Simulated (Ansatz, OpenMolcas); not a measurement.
ZrCl4 (zirconium tetrachloride): the energy, rung by rung

ZrCl4: 5 atoms, total charge 0, spin state singlet. SMILES: `Cl[Zr](Cl)(Cl)Cl`. The shape is that of a PBE0-D4/def2-TZVP optimisation.

| atom | x (Å) | y (Å) | z (Å) |
| --- | --- | --- | --- |
| Cl | -0.1100 | -0.2308 | 2.3018 |
| Zr | 0.0000 | 0.0000 | 0.0000 |
| Cl | 1.5454 | -1.4992 | -0.8533 |
| Cl | -2.0817 | -0.4301 | -0.9193 |
| Cl | 0.6463 | 2.1601 | -0.5293 |

Each level gives the energy change with the Zr2–Cl4 bond stretched from 2.316 to 2.663 Å (eV). The values are calculated.

| level | kind | program | value (eV) | less CCSD(T)/def2-SVP |
| --- | --- | --- | --- | --- |
| HF/def2-SVP (core potential) (restricted) | Hartree–Fock | OpenMolcas | 0.51 | -0.09 |
| SVWN5/def2-SVP (core potential) (restricted) | LDA | Ansatz | 0.67 | +0.07 |
| PBE/def2-SVP (core potential) (restricted) | GGA | Ansatz | 0.52 | -0.08 |
| TPSS/def2-SVP (core potential) (restricted) | meta-GGA | OpenMolcas | 0.51 | -0.09 |
| r2SCAN/def2-SVP (core potential) (restricted) | meta-GGA | Ansatz | 0.56 | -0.04 |
| B3LYP/def2-SVP (core potential) (restricted) | global hybrid | OpenMolcas | 0.52 | -0.08 |
| wB97M-V/def2-SVP (core potential) (restricted) | range-separated hybrid | Ansatz | 0.62 | +0.02 |
| RPA@PBE0/def2-SVP (core potential) (restricted) | RPA | Ansatz | 0.60 | 0.00 |
| MP2/def2-SVP (core potential) (restricted) | perturbation theory | OpenMolcas | 0.67 | +0.07 |
| CCSD(T)/def2-SVP (core potential) (restricted) | coupled cluster or CI | Ansatz | 0.60 | 0.00 |

Differences are taken from CCSD(T)/def2-SVP (core potential) (restricted) for orientation; it has basis-set and higher-order errors of its own. The first shape isn't each level's own minimum. The values span 0.51 to 0.67 eV.
